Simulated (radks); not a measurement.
K18+, 1 electrons, occupied as 1s1.

Calculated with a radial shooting solver on a logarithmic mesh with Libxc functionals: non-relativistic Kohn-Sham, r2SCAN, spin-polarised, spherical densities, point nucleus; open shells are filled with parallel spins first; meta-GGA in the generalised Kohn-Sham scheme.

Energy parts (hartree):
total: -180.50013
kinetic: 180.50013
electron-nucleus: -360.99997
Hartree: 5.93555
exchange-correlation: -5.93584

Orbitals (lengths in bohr, moments of r in powers of bohr; <r^-3> diverges for s and p1/2):
| orbital | occ. | eigenvalue (hartree) | <r^-3> | <1/r> | <r^2> |
|---|---|---|---|---|---|
| 1s up | 1 | -176.5723 | - | 19.00 | 0.008323 |

The highest occupied level is 1s up at -4804.8 eV. The spin density at the nucleus is 2186 e/bohr^3 (1s 2186), a Fermi contact field of 1.15e+05 T. The density falls to 0.001 e/bohr^3 at r = 0.38 bohr. Virial ratio -V/T = 2.00000. The electron density at the nucleus is 2186 e/bohr^3. Summed over all electrons, <r^2> = 0.008323 bohr^2, which gives a Langevin (diamagnetic) susceptibility term of -0.00659 x 10^-6 cm^3/mol. For comparison, the ionisation energy in NIST's Atomic Spectra Database is 4934.0 eV (theoretical). In exact Kohn-Sham theory the highest level is minus the ionisation energy, but local and semilocal functionals leave it too shallow, through self-interaction and a potential that decays too fast; potentials with the right tail come closer.
